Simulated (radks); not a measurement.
The numbers below are computed, except where a source is named.
Problem. Ionisation of the titanium ion Ti2+, [Ar] 3d2, to Ti3+, [Ar] 3d1, under several functionals. Scalar-relativistic Kohn-Sham, spin-polarised, spherical densities, finite nucleus; open shells are filled with parallel spins first; a radial shooting solver on a logarithmic mesh with Libxc functionals. Known Delta-SCF values: B86b exchange with PBE correlation 27.601 eV; exchange-only B88 26.591 eV. What does r2SCAN give, and what is its highest occupied eigenvalue?

Solution. 27.283 eV by Delta-SCF; the 3d eigenvalue is -20.207 eV. NIST: 27.492 eV (measured).
